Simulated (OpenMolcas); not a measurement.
**V3+, Nb3+, Ta3+: d2 down the group**

```
Program             : OpenMolcas
Method              : RASSCF
Basis               : ANO-RCC-VTZP
Scalar Hamiltonian  : DKH2, point nucleus
Spin-orbit coupling : RASSI with atomic mean-field integrals over the reference wave functions, term energies averaged over their components
```

Active space for each ion: 2 electrons in 9 orbitals (RAS2 d s; RAS3 p, at most 2 electrons).

Computed levels in cm-1 above 3F2:

```json
{"Level": "3F3", "V3+": "326", "Nb3+": "1076", "Ta3+": "4641"}
{"Level": "3F4", "V3+": "748", "Nb3+": "2352", "Ta3+": "8932"}
{"Level": "1D2", "V3+": "13790", "Nb3+": "10369", "Ta3+": "12106"}
{"Level": "3P0", "V3+": "16388", "Nb3+": "11978", "Ta3+": "13057"}
{"Level": "3P1", "V3+": "16502", "Nb3+": "12403", "Ta3+": "15507"}
{"Level": "3P2", "V3+": "16748", "Nb3+": "13387", "Ta3+": "19666"}
{"Level": "1G4", "V3+": "21561", "Nb3+": "16696", "Ta3+": "21151"}
{"Level": "1S0", "V3+": "51749", "Nb3+": "38363", "Ta3+": "41135"}
{"Level": "weight of 3F in the lowest level (%)", "V3+": "100", "Nb3+": "99", "Ta3+": "92"}
```

Mixed levels, with the weight of the term that names them: Ta3+ 1D2 (70 %).

Measured, with the error of the calculation in %. Measured levels: V3+ from Sugar and Corliss, J. Phys. Chem. Ref. Data 7, 1191 (1978).

```json
{"Level": "3F3", "V3+": "325 (+0.2)"}
{"Level": "3F4", "V3+": "735 (+1.8)"}
{"Level": "1D2", "V3+": "10959 (+25.8)"}
{"Level": "3P1", "V3+": "13239 (+24.6)"}
{"Level": "3P2", "V3+": "13458 (+24.4)"}
{"Level": "1G4", "V3+": "18391 (+17.2)"}
{"Level": "1S0", "V3+": "42462 (+21.9)"}
```

The fine-structure level 3F4 changes by a factor of 11.9 from V3+ to Ta3+.

Without spin-orbit coupling 1D lies 13382, 9198, 7070 cm-1 above 3F in that order; the difference to the level 1D2, of either sign, comes from spin-orbit coupling, which also lowers the zero.

Without dynamic correlation excited terms often stand tens of per cent too high (terms of higher spin than the ground term too low), and those without a measured partner can miss by more than the paired ones. Terms from blocks run as CI alone lack orbitals of their own. Computed and measured levels are paired by configuration, term and J; levels that our copy of the source lacks, or whose pairing is in doubt (as where it misses far off the trend of its configuration), stay unpaired and out of the deviations. Levels of configurations outside the active space are missing.
